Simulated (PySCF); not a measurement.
# Electron correlation in S (sulfur, neutral)

[Ne] 3s1 3p4 4s1, high-spin 5P determinant (an excited configuration). Computed with PySCF 2.14 in aug-cc-pV(T+d)Z, with the non-relativistic Hamiltonian (point nucleus). Frozen: [Ne]; 6 electrons correlated.

```tsv
level	correlation energy (mhartree)
CCSD	-141.88
(T)	-12.26
CCSD(T)	-154.14
```

Diagnostics: T1 = 0.020, D1 = 0.0458, largest double amplitude 0.204.

The outer electron is Rydberg-like, and this basis confines it to a smaller radius and binds it less than a complete one would. A double-excitation amplitude exceeds 0.15, a sign of near-degeneracy.

Cost of the coupled-cluster step: about 4 core-seconds, for 6 correlated electrons.
